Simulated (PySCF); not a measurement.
## [PbF]+: one run

[PbF]+ (singlet). PySCF 2.14.0, RKS PBE0, Pb def2-SVP with ECP60, F def2-SVP; non-relativistic Hamiltonian with scalar-relativistic core potentials where named; density fitting; no spin-orbit coupling. Purpose: singlet excitations, Tamm-Dancoff PBE0.

```python
mol = gto.M(atom='''
Pb     0.00000     0.00000    -0.13793
F      0.00000     0.00000     1.86356''',
    basis={'Pb': 'def2-SVP', 'F': 'def2-SVP'},
    ecp={'Pb': 'def2-SVP'},
    charge=1, spin=0)
mf = dft.RKS(mol, xc='PBE0')
mf.grids.atom_grid = (50, 194)
mf = mf.density_fit()  # fitting sets: Pb def2-universal-JKFIT, F def2-universal-JKFIT
mf.conv_tol = 1e-08; mf.max_cycle = 55
mf.kernel(dm0)  # dm0: converged density of the relaxed state
td = mf.TDA(); td.nstates = 8; td.kernel()
```

Run from Python with OMP_NUM_THREADS=2; the lines above give its settings. Where DIIS fails, smearing, a level shift and second-order steps follow.
It took 1.2 s on 2 threads of Arm Neoverse V2, with other jobs on the host, from an already converged density.

(1) Where do the frontier levels lie, over both spins?

(2) What does the SCF print?

(3) What are the Mulliken charges and spins?

(4) Which singlet excitations follow (Tamm-Dancoff, 8 states)?

The geometry was relaxed with PBE0 (Pb def2-SVP with ECP60, F def2-SVP).

Results:

(1) HOMO -16.01 eV, LUMO -9.05 eV. 

(2) 
```
init E= -292.289046260056
cycle= 1 E= -292.289046282668  delta_E= -2.26e-08  |g|= 0.000178  |ddm|= 0.000242
cycle= 2 E= -292.289046262637  delta_E= 2e-08  |g|= 0.000369  |ddm|= 0.000332
cycle= 3 E= -292.289046287934  delta_E= -2.53e-08  |g|= 2.16e-05  |ddm|= 0.000257
cycle= 4 E= -292.289046288029  delta_E= -9.48e-11  |g|= 8.74e-07  |ddm|= 1.9e-05
Extra cycle  E= -292.289046288029  delta_E= -1.14e-13  |g|= 7.24e-07  |ddm|= 2.18e-06
converged SCF energy = -292.289046288029
```

(3) 
```csv
atom,charge (e),spin (e)
Pb1,1.379,0.000
F2,-0.379,0.000
```

(4) 
| state | eV | oscillator strength |
| --- | --- | --- |
| 1 | 5.49 | 0.0000 |
| 2 | 5.56 | 0.0452 |
| 3 | 5.56 | 0.0452 |
| 4 | 5.61 | 0.0000 |
| 5 | 5.61 | 0.0000 |
| 6 | 6.63 | 0.0012 |
| 7 | 7.99 | 0.0086 |
| 8 | 7.99 | 0.0086 |
Functionals without range separation put charge-transfer states too low; the basis has no diffuse functions.
